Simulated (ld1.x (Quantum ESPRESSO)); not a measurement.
Ru: variants of one TM semilocal potential

Base potential:

- Element: ruthenium
- Generator: ld1.x (Quantum ESPRESSO) 7.5
- Type: norm-conserving Troullier–Martins (semilocal form)
- Functional: PBE
- Relativity: scalar-relativistic
- Frozen core: [Ar] 3d10
- Valence charge: 16
- Reference configuration: 4s2 4p6 4d7 5s1 5p0
- Partial waves: 4s (bound): rc 1.15 bohr; 4d (bound): rc 2.25 bohr; 4p (bound): rc 1.85 bohr
- Local potential: the p channel
- Core correction: none

Occupied shells without a wave of their own: 5s. They enter only through the test configuration that unscreens the potential.

All-electron outer shells of the reference configuration (PBE, scalar-relativistic, ld1.x):

```
shell  level (eV)  outermost node (bohr)  outermost maximum (bohr)
   3p     -447.22                   0.16                      0.36
   3d     -273.12                      –                      0.30
   4s      -76.37                   0.48                      0.92
   4p      -46.42                   0.49                      0.98
   4d       -5.20                   0.48                      1.21
   5s       -4.24                   1.24                      2.73
   5p       -0.91                   1.41                      3.97
```

Cutoffs, loose and tight: the cutoffs (Ry, on a coarse ladder) from which the occupation-weighted sum of valence levels, in a spherical-Bessel basis at the reference potential, stays within 10 and 1 mRy of its value at 400 Ry. They do not see the model core or the augmentation charge, which bear on the density cutoff. Test errors are all-electron minus pseudo excitation energies from the reference, over the configurations 4s2 4p6 4d7 5s0 5p0; 4s2 4p6 4d6 5s0 5p0; 4s2 4p6 4d5 5s0 5p0; 4s2 4p5 4d7 5s1 5p0; 4s1 4p6 4d7 5s1 5p0; 4s2 4p6 4d8 5s0 5p0; 4s2 4p6 4d7 5s0.5 5p0. A dash means not determined; rows that change the core or the reference have their own tests.

A semilocal file is local in each channel, so a ghost entry of none says nothing of the separable form that plane-wave codes build from it.

```tsv
change	outcome	cutoff, loose	cutoff, tight	bound ghosts	largest test error (meV)
base	generated	110 Ry	180 Ry	none	-328
wave 4d (bound): rc 2.25 bohr becomes 4d (bound): rc 1.48 bohr	generated	110 Ry	180 Ry	none	-288
wave 4d (bound): rc 2.25 bohr becomes 4d (bound): rc 1.64 bohr	generated	110 Ry	180 Ry	none	-290
wave 4d (bound): rc 2.25 bohr becomes 4d (bound): rc 1.94 bohr	generated	110 Ry	180 Ry	none	-301
wave 4d (bound): rc 2.25 bohr becomes 4d (bound): rc 2.10 bohr	generated	110 Ry	180 Ry	none	-312
wave 4d (bound): rc 2.25 bohr becomes 4d (bound): rc 2.26 bohr	generated	110 Ry	180 Ry	none	-328
wave 4d (bound): rc 2.25 bohr becomes 4d (bound): rc 2.54 bohr	generated	110 Ry	180 Ry	none	-357
wave 4d (bound): rc 2.25 bohr becomes 4d (bound): rc 2.68 bohr	generated	110 Ry	180 Ry	none	-364
```

(1) What comes out with this change to the base: wave 4d (bound): rc 2.25 bohr becomes 4d (bound): rc 3.42 bohr?

(2) What comes out with this change to the base: wave 4d (bound): rc 2.25 bohr becomes 4d (bound): rc 3.00 bohr?

(3) What comes out with this change to the base: wave 4d (bound): rc 2.25 bohr becomes 4d (bound): rc 3.14 bohr?

## Answers

(1) outcome: generated; cutoff, loose: 110 Ry; cutoff, tight: 180 Ry; bound ghosts: none; largest test error (meV): -681.

(2) outcome: generated; cutoff, loose: 110 Ry; cutoff, tight: 180 Ry; bound ghosts: none; largest test error (meV): -422.

(3) outcome: generated; cutoff, loose: 110 Ry; cutoff, tight: 180 Ry; bound ghosts: none; largest test error (meV): -503.

Reading the sweep of the d radius (base included, trends over the rows without a ghost): The loose cutoff stays near 110 Ry. The median size of the test errors (rows with all tests solved) is not monotonic: lowest 83.9 meV at 1.48 bohr, highest 311.8 meV at 3.14 bohr.
